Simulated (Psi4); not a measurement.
A dimer, H6Si2 ··· H4N+ (SMILES [SiH3][SiH3] and [NH4+]) (charge +1); the first 8 atoms form monomer A.

```
13

Si     1.1709     0.0122    -0.0538
Si    -1.1709    -0.0123     0.0538
H      1.7219    -1.2748     0.4358
H      1.6195     0.2184    -1.4525
H      1.7129     1.1093     0.7843
H     -1.7219     1.2748    -0.4358
H     -1.7130    -1.1094    -0.7843
H     -1.6194    -0.2183     1.4525
N      1.1943     3.6911     2.6532
H      2.0292     4.1111     3.0744
H      1.3496     2.6873     2.5148
H      0.3913     3.8300     3.2749
H      1.0073     4.1358     1.7488
```

Q: What interaction energy does SAPT0/jun-cc-pVDZ, frozen core (Psi4) give, and which attractive term is the largest?

A: Total -2.85 kcal/mol: electrostatics 0.11, exchange 0.70, induction -3.20, dispersion -0.46. The most attractive term is induction.
